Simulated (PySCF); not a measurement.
## How methods differ on the electron affinity of Pb

Pb- [Xe] 4f14 5d10 6s2 6p3 [6p1/2^2 6p3/2^1, M_J = 3/2] → Pb [Xe] 4f14 5d10 6s2 6p2 [6p1/2^2, M_J = 0], as a difference of total energies. Computed with PySCF 2.14 in x2c-SVPall-2c with one added diffuse shell each of s, p type (8s12p7d2f, 93 functions), with the two-component X2C-1e Hamiltonian. Correlated levels: [Kr] 4d10 4f14 frozen; the 22 highest virtual spinors dropped. "Screened" scales the spin-orbit matrix elements by Boettger's factors to mimic the two-electron term; Breit and QED terms are absent.

```
                    method  electron affinity (eV)  error (eV)
           GHF (spin-free)                   0.911      +0.554
          GMP2 (spin-free)                   1.159      +0.802
 GHF (screened spin-orbit)                   0.187      -0.170
GMP2 (screened spin-orbit)                   0.370      +0.013
```

Reference: 0.357 eV (measured; photodetachment measurements, as compiled on the Wikipedia data page of electron affinities).

The spin-free rows relax to the high-spin LS determinant and lack the spin-orbit shift.

Errors of the correlated levels include the incompleteness of this basis and the frozen core.

The labels give the starting determinants; with spin-orbit coupling the two ends relaxed to ⟨J²⟩ = 3.79, ⟨L²⟩ = 0.59, ⟨S²⟩ = 3.51 and ⟨J²⟩ = 0.00, ⟨L²⟩ = 1.51, ⟨S²⟩ = 1.51.
